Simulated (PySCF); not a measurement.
PySCF input (PW6B95/def2-TZVPD):

```python
from pyscf import gto, scf, dft

mol = gto.M(
    atom='''
    Si   -1.02909718    0.09598792    0.19603010
    P     1.16264179   -0.17498748   -0.28686021
    H    -1.82509624   -0.83302336   -0.63823404
    H    -1.45804519    1.48794000   -0.08774552
    H    -1.28854722   -0.19745417    1.62733475
    H     1.53942232    0.82351881    0.65712658
    ''',
    basis='def2-tzvpd',
    charge=0,
    spin=1,
    verbose=4,
)

mf = dft.UKS(mol, xc='pw6b95').density_fit(auxbasis='def2-universal-jkfit')
mf.grids.level = 3
mf.conv_tol = 1e-9
mf.max_cycle = 100
mf.max_memory = 1500
mf.kernel()
if not mf.converged:
    mf = mf.newton()
    mf.kernel(mf.make_rdm1())
for _ in range(2):
    mo, _, stable, _ = mf.stability(return_status=True)
    if stable:
        break
    mf.kernel(mf.make_rdm1(mo, mf.mo_occ))
mf.analyze()
```

Output:

```
PySCF version 2.14.0

[INPUT] verbose = 4
[INPUT] num. atoms = 6
[INPUT] num. electrons = 33
[INPUT] charge = 0
[INPUT] spin (= nelec alpha-beta = 2S) = 1
[INPUT] symmetry False subgroup None
[INPUT] Mole.unit = angstrom
[INPUT] Symbol           X                Y                Z      unit          X                Y                Z       unit  Magmom
[INPUT]  1 Si    -1.029097180000   0.095987920000   0.196030100000 AA   -1.944711825762   0.181390880067   0.370443201171 Bohr   0.0
[INPUT]  2 P      1.162641790000  -0.174987480000  -0.286860210000 AA    2.197074564074  -0.330678412428  -0.542087232935 Bohr   0.0
[INPUT]  3 H     -1.825096240000  -0.833023360000  -0.638234040000 AA   -3.448932044573  -1.574186005765  -1.206087538975 Bohr   0.0
[INPUT]  4 H     -1.458045190000   1.487940000000  -0.087745520000 AA   -2.755306086339   2.811799089785  -0.165815001458 Bohr   0.0
[INPUT]  5 H     -1.288547220000  -0.197454170000   1.627334750000 AA   -2.435001344370  -0.373134303453   3.075216990488 Bohr   0.0
[INPUT]  6 H      1.539422320000   0.823518810000   0.657126580000 AA    2.909086574843   1.556225009328   1.241789265372 Bohr   0.0

nuclear repulsion = 81.2603634628763
number of shells = 50
number of NR pGTOs = 182
number of NR cGTOs = 122
basis = def2-tzvpd
ecp = {}

******** <class 'pyscf.df.df_jk.DFUKS'> ********
method = DFUKS
initial guess = minao
damping factor = 0
level_shift factor = 0
DIIS = <class 'pyscf.scf.diis.CDIIS'>
diis_start_cycle = 1
diis_space = 8
diis_damp = 0
SCF conv_tol = 1e-09
SCF conv_tol_grad = None
SCF max_cycles = 100
direct_scf = False
number electrons alpha = 17  beta = 16
XC library pyscf.dft.libxc version 7.1.2
    S. Lehtola, C. Steigemann, M. J. T. Oliveira, and M. A. L. Marques,  SoftwareX 7, 1–5 (2018)
XC functionals = pw6b95
    Y. Zhao and D. G. Truhlar,  J. Phys. Chem. A 109, 5656 (2005)
radial grids:
    Treutler-Ahlrichs [JCP 102, 346 (1995); DOI:10.1063/1.469408] (M4) radial grids

becke partition: Becke, JCP 88, 2547 (1988); DOI:10.1063/1.454033
pruning grids: <function nwchem_prune>
grids dens level: 3
symmetrized grids: False
atomic radii adjust function: <function treutler_atomic_radii_adjust>
small_rho_cutoff = 0
Set gradient conv threshold to 3.16228e-05
tot grids = 77592
******** <class 'pyscf.df.df.DF'> ********
auxbasis = def2-universal-jkfit
init E= -633.577966242981
  alpha nocc = 17  HOMO = -0.220435999377841  LUMO = -0.0268873697525781
  beta  nocc = 16  HOMO = -0.294954828016879  LUMO = -0.220435999377845

WARN: HOMO -0.220435999377841 >= LUMO -0.220435999377845
[...]
  beta  nocc = 16  HOMO = -0.288557300489609  LUMO = -0.130468763240426
  HOMO = -0.262934344109  LUMO = -0.13046876324  gap/eV = 3.60457
Extra cycle  E= -633.778551570392  delta_E= -1.27e-11  |g|= 2.13e-06  |ddm|= 6.35e-06
converged SCF energy = -633.778551570392  <S^2> = 0.75416608  2S+1 = 2.0041617
uhf_internal: lowest eigs of H = [0.15017    0.27891779 0.37230401]
<class 'pyscf.df.df_jk.DFUKS'> wavefunction is stable in the internal stability analysis
**** SCF Summaries ****
Total Energy =                        -633.778551570391642
Nuclear Repulsion Energy =              81.260363462876285
One-electron Energy =                -1037.627778523790084
Two-electron Energy =                  322.588863490522158
Two-electron Coulomb Energy =          368.788793746180090
DFT Exchange-Correlation Energy =      -46.199930255657939
HOMO-LUMO gap [eV] =                     3.604572055386716
**** MO energy ****
                             alpha | beta                alpha | beta
MO #1   energy= -77.42009149781    | -77.4154674852613  occ= 1 | 1
MO #2   energy= -66.4373991941841  | -66.4376004014633  occ= 1 | 1
MO #3   energy= -6.65145129315865  | -6.64741425065423  occ= 1 | 1
MO #4   energy= -5.36539397759947  | -5.36559934247386  occ= 1 | 1
MO #5   energy= -4.79239411959765  | -4.78186306087632  occ= 1 | 1
MO #6   energy= -4.78456429894042  | -4.77981950832276  occ= 1 | 1
MO #7   energy= -4.78233633226378  | -4.77743116352813  occ= 1 | 1
MO #8   energy= -3.69914573093376  | -3.69953874192944  occ= 1 | 1
MO #9   energy= -3.69841879613033  | -3.69862406001207  occ= 1 | 1
MO #10  energy= -3.69838312360682  | -3.69853156553493  occ= 1 | 1
MO #11  energy= -0.658133989070034 | -0.632403210607929 occ= 1 | 1
MO #12  energy= -0.539771051046845 | -0.532599133580222 occ= 1 | 1
MO #13  energy= -0.391230858380825 | -0.384772295936314 occ= 1 | 1
MO #14  energy= -0.377945957130688 | -0.370769921186229 occ= 1 | 1
MO #15  energy= -0.354046597515405 | -0.348832687238998 occ= 1 | 1
MO #16  energy= -0.301047454087046 | -0.288557300489609 occ= 1 | 1
MO #17  energy= -0.262934344109309 | -0.130468763240426 occ= 1 | 0
MO #18  energy= -0.00205307093103136 | 0.000227637537776789 occ= 0 | 0
MO #19  energy= -0.00110434755379277 | 0.00278068010064404 occ= 0 | 0
MO #20  energy= 0.0298723707537248 | 0.0316867222527333 occ= 0 | 0
MO #21  energy= 0.0299377022029072 | 0.0351849154863019 occ= 0 | 0
MO #22  energy= 0.0364202630800318 | 0.0411037723321836 occ= 0 | 0
MO #23  energy= 0.0665438372205265 | 0.067953640823624  occ= 0 | 0
MO #24  energy= 0.0790033064261828 | 0.0809708067152818 occ= 0 | 0
MO #25  energy= 0.0802834526625142 | 0.0838751446635477 occ= 0 | 0
MO #26  energy= 0.0900928630003473 | 0.0946767202679309 occ= 0 | 0
MO #27  energy= 0.0964983863531886 | 0.10276455918032   occ= 0 | 0
MO #28  energy= 0.0998236845723645 | 0.105307591979907  occ= 0 | 0
MO #29  energy= 0.113647284295128  | 0.12283072982298   occ= 0 | 0
MO #30  energy= 0.12255328347626   | 0.127355996060304  occ= 0 | 0
MO #31  energy= 0.135997435719871  | 0.140243691396233  occ= 0 | 0
MO #32  energy= 0.13618894134956   | 0.145068567453674  occ= 0 | 0
MO #33  energy= 0.170729281643288  | 0.171965196740663  occ= 0 | 0
MO #34  energy= 0.183400723455601  | 0.186288397150204  occ= 0 | 0
MO #35  energy= 0.192133883490005  | 0.194361814984471  occ= 0 | 0
MO #36  energy= 0.209136118543711  | 0.211382456962443  occ= 0 | 0
MO #37  energy= 0.232687459525835  | 0.233357810165665  occ= 0 | 0
MO #38  energy= 0.239475134112448  | 0.241166831998152  occ= 0 | 0
MO #39  energy= 0.260318401645073  | 0.261674197042812  occ= 0 | 0
MO #40  energy= 0.263582023142278  | 0.267520401514604  occ= 0 | 0
MO #41  energy= 0.26911934468923   | 0.270216561684361  occ= 0 | 0
MO #42  energy= 0.284915180674124  | 0.287299254496649  occ= 0 | 0
MO #43  energy= 0.287810907804583  | 0.291898913366698  occ= 0 | 0
MO #44  energy= 0.310633771740559  | 0.314247743208515  occ= 0 | 0
MO #45  energy= 0.329956035540181  | 0.33077342238838   occ= 0 | 0
MO #46  energy= 0.339200962380606  | 0.342429944750787  occ= 0 | 0
MO #47  energy= 0.366217683479664  | 0.369035149078569  occ= 0 | 0
MO #48  energy= 0.372932711729138  | 0.378232847942956  occ= 0 | 0
MO #49  energy= 0.383284491618139  | 0.388963032881165  occ= 0 | 0
MO #50  energy= 0.38957437449307   | 0.401386312112709  occ= 0 | 0
MO #51  energy= 0.406028213386376  | 0.409602194048968  occ= 0 | 0
MO #52  energy= 0.407473118391432  | 0.418259985000054  occ= 0 | 0
MO #53  energy= 0.411393101916452  | 0.422384239052925  occ= 0 | 0
MO #54  energy= 0.420858037873254  | 0.436734692701962  occ= 0 | 0
MO #55  energy= 0.444013864766485  | 0.448685556358162  occ= 0 | 0
MO #56  energy= 0.444524568497232  | 0.453761455944634  occ= 0 | 0
MO #57  energy= 0.457778228152094  | 0.465950585055722  occ= 0 | 0
MO #58  energy= 0.465290347548373  | 0.467763078076647  occ= 0 | 0
MO #59  energy= 0.511102810883491  | 0.521687785056912  occ= 0 | 0
MO #60  energy= 0.537626621500293  | 0.544977035254886  occ= 0 | 0
MO #61  energy= 0.541243832245278  | 0.552828454046241  occ= 0 | 0
MO #62  energy= 0.568891773953196  | 0.575476952313762  occ= 0 | 0
MO #63  energy= 0.640018709548212  | 0.643893759570034  occ= 0 | 0
MO #64  energy= 0.656669540632816  | 0.661000523765177  occ= 0 | 0
MO #65  energy= 0.671691353956733  | 0.679645982615201  occ= 0 | 0
MO #66  energy= 0.694454360308427  | 0.699472096023204  occ= 0 | 0
MO #67  energy= 0.719177246378582  | 0.722167514571336  occ= 0 | 0
MO #68  energy= 0.84705973900461   | 0.859922054452912  occ= 0 | 0
MO #69  energy= 0.991258214876753  | 0.992215105013909  occ= 0 | 0
MO #70  energy= 1.01887028869169   | 1.02614095189279   occ= 0 | 0
MO #71  energy= 1.0307137085701    | 1.03443998878814   occ= 0 | 0
MO #72  energy= 1.05644451861115   | 1.05972098101963   occ= 0 | 0
MO #73  energy= 1.08927637579089   | 1.09334346481452   occ= 0 | 0
MO #74  energy= 1.10571541442446   | 1.10848736461859   occ= 0 | 0
MO #75  energy= 1.15825059322692   | 1.15964538497485   occ= 0 | 0
MO #76  energy= 1.16871989080607   | 1.17011650906588   occ= 0 | 0
MO #77  energy= 1.17387291219394   | 1.17524106209178   occ= 0 | 0
MO #78  energy= 1.18117102401263   | 1.19321793537373   occ= 0 | 0
MO #79  energy= 1.19149516291077   | 1.19874926808598   occ= 0 | 0
MO #80  energy= 1.26947517854825   | 1.29409262784935   occ= 0 | 0
MO #81  energy= 1.28778554160882   | 1.30041071682168   occ= 0 | 0
MO #82  energy= 1.34230526994427   | 1.36428460566952   occ= 0 | 0
MO #83  energy= 1.35188878578509   | 1.37614874103539   occ= 0 | 0
MO #84  energy= 1.37062203592555   | 1.38358903148961   occ= 0 | 0
MO #85  energy= 1.37263905012441   | 1.39147952025999   occ= 0 | 0
MO #86  energy= 1.37690645334529   | 1.39368476281671   occ= 0 | 0
MO #87  energy= 1.41269043133749   | 1.43432587639699   occ= 0 | 0
MO #88  energy= 1.42338290095018   | 1.43856034039431   occ= 0 | 0
MO #89  energy= 1.50503311815774   | 1.51691919156998   occ= 0 | 0
MO #90  energy= 1.51680863752812   | 1.51924689860785   occ= 0 | 0
MO #91  energy= 1.51799080894474   | 1.53502409903559   occ= 0 | 0
MO #92  energy= 1.58097805831417   | 1.61595226389813   occ= 0 | 0
MO #93  energy= 1.59881785444573   | 1.62186683620699   occ= 0 | 0
MO #94  energy= 1.68876235599483   | 1.69783095814501   occ= 0 | 0
MO #95  energy= 1.74739619005983   | 1.75604966125067   occ= 0 | 0
MO #96  energy= 1.80638350632262   | 1.81434384041172   occ= 0 | 0
MO #97  energy= 1.82116158018047   | 1.84940881067691   occ= 0 | 0
MO #98  energy= 1.88713156755716   | 1.88860621386207   occ= 0 | 0
MO #99  energy= 1.89504685753111   | 1.89732167510434   occ= 0 | 0
MO #100 energy= 1.97399133150878   | 1.98466775671233   occ= 0 | 0
MO #101 energy= 1.9914690117488    | 1.9946049244577    occ= 0 | 0
MO #102 energy= 2.00718550812373   | 2.01039631447363   occ= 0 | 0
MO #103 energy= 2.03846028147614   | 2.04231055954913   occ= 0 | 0
MO #104 energy= 2.07580476101353   | 2.08487760704506   occ= 0 | 0
[...]
```

It need not be the lowest isomer of its formula.
